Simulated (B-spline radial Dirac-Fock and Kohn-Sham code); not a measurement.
Lγ1 (L2-N4) energies across the elements Pd to La

Method: Dirac-Fock energy differences between relaxed states, corrected for Breit and QED terms. Computed with a radial finite-basis atomic code. Free neutral atoms. The model has no electron correlation.

```
 Z  element  energy (eV)  wavelength (Å)
46       Pd       3330.0          3.7233
47       Ag       3521.4          3.5209
48       Cd       3719.0          3.3338
49       In       3922.9          3.1605
50       Sn       4133.2          2.9997
51       Sb       4349.8          2.8503
52       Te       4573.0          2.7112
53        I       4802.8          2.5815
54       Xe       5039.1          2.4604
55       Cs       5282.4          2.3471
56       Ba       5532.6          2.2410
57       La       5789.6          2.1415
```

Task: How well does Moseley's law, √E linear in Z, describe these energies?

Result: A straight-line fit gives √(E/eV) = 1.6711·(Z − 11.51). The slope squared is 0.2053 Ry, against 0.1875 Ry for a hydrogen-like ion. The residuals, fit less computed, are Pd -7.6, Ag -3.6, Cd -0.2, In +2.5, Sn +4.4, Sb +5.5, Te +5.7, I +4.9, Xe +3.1, Cs 0.0, Ba -4.5, La -10.3 eV.
